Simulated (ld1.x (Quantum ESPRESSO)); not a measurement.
Reading a pseudo-wave (H)

Columns: radius, all-electron u(r) and pseudo u(r) of the 1s shell (level -6.36 eV) of hydrogen in the configuration 1s1; LDA (PZ), non-relativistic, PAW scheme, ld1.x (Quantum ESPRESSO) 7.5.

```
r (bohr)  all-electron  pseudo
   0.080        0.1367  0.0875
   0.160        0.2524  0.1733
   0.240        0.3495  0.2557
   0.320        0.4303  0.3333
   0.400        0.4967  0.4047
   0.480        0.5507  0.4689
   0.560        0.5938  0.5251
   0.640        0.6276  0.5729
   0.720        0.6531  0.6120
   0.800        0.6717  0.6425
   0.880        0.6841  0.6650
   0.960        0.6914  0.6799
   1.040        0.6942  0.6882
   1.120        0.6932  0.6906
   1.200        0.6889  0.6883
   1.280        0.6819  0.6821
   1.360        0.6726  0.6729
   1.440        0.6614  0.6616
   1.520        0.6487  0.6487
   1.600        0.6346  0.6346
   1.680        0.6195  0.6195
   1.760        0.6035  0.6035
   1.840        0.5870  0.5870
   1.920        0.5699  0.5699
   2.000        0.5526  0.5526
   2.080        0.5351  0.5351
```

(1) How many radial nodes do the two functions have?

(2) At about which radius was the pseudo-wave matched?

(3) Where does each function peak?

(4) Is the pseudo-wave norm-conserving?

## Answers

(1) The all-electron 1s function has n − l − 1 = 0; the pseudo-wave has 0.

(2) 1.60 bohr. The columns agree to 0.0005 from 1.28 bohr on; several derivatives are matched, so the curves merge somewhat inside the radius.

(3) Outermost all-electron maximum near 1.04 bohr, pseudo maximum near 1.12 bohr (to the table’s step).

(4) No, it belongs to a PAW set: the norm inside the radius is not constrained, and the difference is carried by the augmentation charge.
